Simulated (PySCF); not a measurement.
Species: C₂H₉OPSi.
SMILES: `P[SiH2]OCC`

The closed-shell SCF was solved with PySCF and density fitting under several settings on one GFN2-xTB geometry (grid level 2 and gas phase unless stated).

```
                                                       settings  basis functions  SCF cycles     E (Eh)  HOMO (eV)  LUMO (eV)  dipole (D)
PBE0/pcSseg-0, grid level 3, fitting basis def2-universal-jkfit               71          10  -786.1457      -7.40       0.27        2.56
                                 BP86/def2-SVP, start guess sap              123          17  -787.4595      -6.32      -0.37        1.50
```

**Question.** Estimate the rows for these settings: (1) HSE06/6-31++G**, grid level 3; (2) PBE0/6-31++G**.

**Answer.** 
| settings | basis functions | SCF cycles | E (Eh) | HOMO (eV) | LUMO (eV) | dipole (D) |
| --- | --- | --- | --- | --- | --- | --- |
| HSE06/6-31++G**, grid level 3 | 152 | 12 | -787.3061 | -7.02 | -0.48 | 1.71 |
| PBE0/6-31++G** | 152 | 12 | -787.2614 | -7.42 | -0.15 | 1.72 |

**Question.** Over all rows, what range does the HOMO–LUMO gap span?

**Answer.** From 5.95 eV (BP86/def2-SVP, start guess sap) to 7.67 eV (PBE0/pcSseg-0, grid level 3, fitting basis def2-universal-jkfit). The functional of the narrowest has no exact exchange, that of the widest 25 % exact exchange.

**Question.** And the dipole moment?

**Answer.** From 1.50 D (BP86/def2-SVP, start guess sap) to 2.56 D (PBE0/pcSseg-0, grid level 3, fitting basis def2-universal-jkfit); the largest is 1.71 times the smallest, and the median is 1.71 D.

**Question.** Compare two rows with the functional PBE0: PBE0/6-31++G** and PBE0/pcSseg-0, grid level 3, fitting basis def2-universal-jkfit. Which energy is lower, and by how much?

**Answer.** PBE0/6-31++G** (152 functions) lies 1.1157 Eh or 700 kcal/mol below PBE0/pcSseg-0, grid level 3, fitting basis def2-universal-jkfit (71 functions).

Cycle counts include a coarse-grid stage where the run had one. All basis functions are spherical, in the Pople sets too.

Conformer computed: `[CH3:1][CH2:2][O:3][SiH2:4][PH2:5]`: C1–C2–O3–Si4 177°, C2–O3–Si4–P5 -177°, H–P5–Si4–O3 -90°, H–P5–Si4–O3 177°.

One conformer stands for the species.
